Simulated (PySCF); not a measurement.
GeH₆OSi, SMILES O[SiH2][GeH3]. Atoms are numbered in the order given.

```xyz
9

Si    -1.3043    -0.2455    -0.0983
O     -1.8081     1.1102    -0.9420
Ge     1.0382    -0.1637     0.2553
H     -1.9893    -0.3659     1.2261
H     -1.6713    -1.4172    -0.9356
H     -1.5735     1.9651    -0.5674
H      1.4115     1.1371     0.9924
H      1.7994    -0.1772    -1.0806
H      1.5255    -1.3480     1.1075
```
Charge 0, spin multiplicity 1.

Geometry optimised at ωB97X-D3(BJ)/def2-SVP. The values are those of a single conformer.

Method: r2SCAN/def2-TZVPD run with PySCF.

Gas-phase values at a fixed geometry.

```
Quantity                                                                                                        Value
---------------------------------------------------------------------------------------------  ----------------------
total energy                                                                                      -2445.33076 hartree
highest occupied level                                                                                       -6.94 eV
lowest empty level                                                                                           -0.97 eV
orbital gap                                                                                                   5.97 eV
dipole moment                                                                                                  1.04 D
quadrupole, principal values (traceless, Buckingham form, about the centre of nuclear charge)  -6.29, -0.44, 6.73 D·Å
mean static polarisability                                                                      68.2 bohr³ (10.11 Å³)
polarisability, principal values                                                               61.2, 63.1, 80.4 bohr³
```
